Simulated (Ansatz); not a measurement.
Basis-set extrapolation for C₁₀H₉N, SMILES `Cc1ccnc2ccccc12` (PBE0-D4/def2-TZVP geometry, frozen core, the Gaussian-basis code of Ansatz). Multiplicity 1, RHF reference.

```json
{"": "HF", "def2-TZVPP": "-438.539856", "def2-QZVPP": "-438.557868"}
{"": "MP2 correlation", "def2-TZVPP": "-1.773059", "def2-QZVPP": "-1.885756"}
{"": "CCSD(T) correlation", "def2-TZVPP": "-1.899900", "def2-QZVPP": "not run"}
```

Energies in hartree. Use E(X) = E(∞) + A·exp(−7.88·√X) for Hartree–Fock and E(X) = E(∞) + B·X^(−2.97) for correlation, with X = 3 and 4, and add CCSD(T) minus MP2 of the smaller set to the MP2 limit.

Task: What is the CCSD(T) energy at the basis-set limit?

Result: HF limit: -438.557868 + (-0.018012) × 0.13774 = -438.56035. MP2 limit: -1.885756 + (-0.112697) × 0.74074 = -1.96924. Higher-order term: -1.899900 − (-1.773059) = -0.12684. Total: -440.65643 hartree, 136.0 kcal/mol below CCSD(T)/def2-TZVPP.
